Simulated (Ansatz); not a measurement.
`FC1=C(F)C(F)(F)C1` and `FC1=CC(F)(F)C1` differ in one atom or group.

Ansatz, PBE0-D4/def2-TZVP geometries, multiplicity 1. 

```json
{"property": "HOMO energy (B3LYP/def2-TZVPP) / eV", "`FC1=C(F)C(F)(F)C1`": "-7.77"}
{"property": "HOMO–LUMO gap (PBE/def2-TZVPP) / eV", "`FC1=C(F)C(F)(F)C1`": "5.56"}
{"property": "size of the dipole moment (B3LYP/def2-TZVPP) / D", "`FC1=C(F)C(F)(F)C1`": "1.90"}
{"property": "LUMO energy (ωB97M-V/def2-TZVPP) / eV", "`FC1=C(F)C(F)(F)C1`": "2.22"}
{"property": "HOMO–LUMO gap (ωB97M-V/def2-TZVPP) / eV", "`FC1=C(F)C(F)(F)C1`": "12.42"}
{"property": "HOMO–LUMO gap (PBE0/def2-TZVPP) / eV", "`FC1=C(F)C(F)(F)C1`": "7.95"}
```

(1) What does the change do to each property? (An estimate is asked.)

Results:

(1) Ansatz gave: 
| property | `FC1=CC(F)(F)C1` | shift |
| --- | --- | --- |
| HOMO energy (B3LYP/def2-TZVPP) / eV | -7.93 | -0.16 |
| HOMO–LUMO gap (PBE/def2-TZVPP) / eV | 5.63 | 0.07 |
| size of the dipole moment (B3LYP/def2-TZVPP) / D | 1.31 | -0.59 |
| LUMO energy (ωB97M-V/def2-TZVPP) / eV | 1.99 | -0.23 |
| HOMO–LUMO gap (ωB97M-V/def2-TZVPP) / eV | 12.38 | -0.04 |
| HOMO–LUMO gap (PBE0/def2-TZVPP) / eV | 7.94 | -0.01 |

Dipoles are sizes alone; their direction can turn.

Positive LUMOs are unbound, so they and the gaps depend on the basis.

B3LYP here is the variant with VWN-RPA as its local correlation; programs differ in this.
